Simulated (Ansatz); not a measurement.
Species: CH$_{3}$Si, SMILES `C=[SiH-]` (charge -1, multiplicity 1), formula CH₃Si.

Q: How many basis functions does frozen-core CCSD(T)/aug-cc-pVTZ // PBE0-D4/def2-TZVPD run with Ansatz (an electronic-structure program) use, how many core orbitals are frozen, and how many electrons are correlated?

A: 165 basis functions and 6 frozen orbitals, which leaves 12 correlated electrons. Core time is of the order of seconds.
